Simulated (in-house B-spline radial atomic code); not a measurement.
What moves the levels of the lithium ion Li⁺ (1s2)? Level of theory: Dirac-Hartree-Fock, average of configuration, Fermi nucleus of rms radius 2.444 fm; calculated with a radial B-spline atomic code at the basis-set limit.

Baseline run (computed): total energy -7.2372 hartree, 1s1/2 at -2.792635 hartree.

Scaling the speed of light c (a factor of 100 is close to the non-relativistic limit):

```tsv
c/c0	ΔE (hartree)	1s1/2 level (eV)	1s1/2 <r> (bohr)
0.9	-0.00018543	-75.9932	0.5723
0.98	-3.2595e-05	-75.9918	0.5723
1.02	3.0696e-05	-75.9912	0.5723
3	0.00070252	-75.9849	0.5724
100	0.00079024	-75.9841	0.5724
```

Q: The nuclear charge is raised by 0.1. What does the Hellmann-Feynman theorem predict for the energy, and what is found?

A: dE/dZ ≈ -Σ<1/r>, which is -5.37598 at the start and -5.57611 at the end; their mean times 0.1 is -0.5476 hartree, and the two runs differ by -0.5476 hartree.
